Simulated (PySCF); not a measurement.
Telling isomers of C$_{6}$H$_{13}$O$_{2}$P apart by NMR

[PySCF: σ from GIAO-PBE0/pcSseg-1; GFN2-xTB structure; gas phase; one computed conformer; averaged over atoms made equivalent by symmetry, fast rotation or ring inversion; non-relativistic]

Chemical shifts δ = σref − σ; 1H (σ = 31.72 ppm), 13C (σ = 186.93 ppm) vs TMS, all at this level. Splittings of carbon signals by F and P are missing where no couplings were computed. Where no couplings were computed, multiplicities follow the n + 1 count of equivalent neighbours, and m marks all less simple cases (inequivalent or close neighbours, rings, F or P nearby). Shifts are as computed. Against solution values, carbons near 30 ppm lie about +3 ppm off and those near 130 ppm about +5 ppm. Of 1211 compounds with measured shifts, 218 miss one by over three times the rms of a fit or turn the order of signals round; such compounds aren't used in these exercises.

(1) Tabulate the signals of `CO[C@@H]1CCC[P@H](=O)C1`, `CCP1(=O)CCOCC1` and their relative energies.

(2) What is the quickest way to tell CO[C@@H]1CCC[P@H](=O)C1 from CCP1(=O)CCOCC1?

Results:

(1) 
```json
{"SMILES": "CO[C@@H]1CCC[P@H](=O)C1", "carbon types": "1×CH 4×CH2 1×CH3", "δC": "80.0, 57.5, 38.6, 37.4, 32.6, 19.8", "δH": "7.11 (m, 1H), 3.51 (s, 3H), 2.84 (m, 1H), 2.84 (m, 1H), 2.05 (m, 1H), 1.91 (m, 1H), 1.90 (m, 1H), 1.57 (m, 1H), 1.47 (m, 1H), 1.17 (m, 1H), 1.10 (m, 1H)", "E rel. (kcal/mol)": "8.4"}
{"SMILES": "CCP1(=O)CCOCC1", "carbon types": "5×CH2 1×CH3", "δC": "67.6, 33.4, 30.3, 6.2", "δH": "4.35 (m, 2H), 4.21 (m, 2H), 1.49 (m, 2H), 1.39 (m, 2H), 1.37 (m, 2H), 1.29 (m, 3H)", "E rel. (kcal/mol)": "0.0"}
```

Energies are electronic energies at PBE0/pcSseg-1 on these geometries, without zero-point or thermal terms, each for the one conformer computed, which needn't be the lowest.

(2) Count the carbon signals: 6 against 4. The first has an sp3 CH bonded to O at 80.0 ppm, the second a methyl carbon (CH3) at 6.2 ppm. Their most deshielded carbons lie at 80.0 and 67.6 ppm. In the proton spectra the most deshielded non-exchanging signals are 7.11 (m, 1H) and 4.35 (m, 2H).
